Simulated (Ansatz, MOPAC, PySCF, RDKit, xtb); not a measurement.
Pair of molecules: N2 (SMILES N#N) (first 2 atoms) with PH3 (SMILES P); geometry from B3LYP-D3(BJ)/def2-TZVP, rigid monomers moved along the line of their centres of mass till N2···H6 is 2.95 Å.
(charge 0, multiplicity 1):
```xyz
6

N      0.64685    -0.21103    -0.51132
N     -0.33486     0.26387    -0.48761
P      0.03530     0.10131     3.21901
H      1.13042     0.62613     2.48570
H      0.02691    -1.11733     2.49282
H     -0.92830     0.70768     2.37280
```

| level | interaction energy (kcal/mol) | minus CCSD(T)/CBS(aug-cc-pV(D+d)Z, aug-cc-pV(T+d)Z) | cost |
|---|---|---|---|
| MMFF94 | 0.06 | 0.19 | - |
| AM1 | 1.29 | 1.42 | - |
| GFN2-xTB | -0.94 | -0.82 | - |
| HF/3-21G (no counterpoise) | 0.47 | 0.59 | - |
| HF/6-31G* | 1.43 | 1.56 | - |
| HF/aug-cc-pV(D+d)Z | 1.44 | 1.57 | - |
| HF/aug-cc-pV(T+d)Z | 1.44 | 1.57 | - |
| PBE/def2-TZVPPD | 0.55 | 0.68 | ×1 |
| PBE-D3(BJ)/def2-TZVPPD | -0.29 | -0.16 | ×1 |
| PBE-D4/def2-TZVPPD | -0.10 | 0.03 | ×1 |
| r2SCAN-D3(BJ)/def2-TZVPPD | -0.12 | 0.01 | ×2 |
| B3LYP/3-21G (no counterpoise) | 0.01 | 0.14 | - |
| B3LYP/6-31G* | 1.24 | 1.37 | - |
| B3LYP/6-31G* (no counterpoise) | 0.67 | 0.80 | - |
| B3LYP/6-311+G** (no counterpoise) | 1.08 | 1.21 | - |
| M06-2X/6-31G* (no counterpoise) | -0.64 | -0.51 | - |
| MP2/aug-cc-pV(D+d)Z | 0.08 | 0.21 | - |
| MP2/CBS(aug-cc-pV(D+d)Z, aug-cc-pV(T+d)Z) | -0.26 | -0.13 | - |
| CCSD/aug-cc-pV(D+d)Z | 0.40 | 0.52 | - |
| CCSD(T)/CBS(aug-cc-pV(D+d)Z, aug-cc-pV(T+d)Z) | -0.13 | 0.00 | ×50* |

 The comparison column counts from a level with limits of its own.

The rows run from -0.94 (GFN2-xTB) to 1.44 kcal/mol (HF/aug-cc-pV(D+d)Z). The dispersion term adds -0.84 in PBE-D3(BJ), -0.65 in PBE-D4.

Interaction energies are E(AB) − E(A) − E(B) at the monomers' geometry in the complex; basis-set methods are counterpoise corrected. Rows marked so take none.

Frozen-core correlation. CBS: X⁻³ extrapolation of the correlation energy, Hartree–Fock from the larger set. Rows in 3-21G, 6-311+G**, 6-31G* carry no dispersion term and start afresh at each structure (6-31G* with six Cartesian d functions). The state that AM1 reach isn't checked.

Programs: Ansatz (Gaussian orbitals); MOPAC for AM1 (differences of heats of formation); PySCF for 3-21G rows, 6-311+G** rows, 6-31G* rows, the dispersion terms; RDKit for the force fields; xtb for the GFN methods. Values without a source in brackets are computed.

Costs are rough ratios of core time to PBE/def2-TZVPPD (about 2.6 s over the structures, on one shared machine); a dash marks a level with no comparable run of its own. A star marks coupled-cluster runs past 200 virtual orbitals, where the program's memory plan changes under this machine's limit, so their costs aren't comparable with smaller runs.

Ansatz is a quantum-chemistry and plane-wave program.
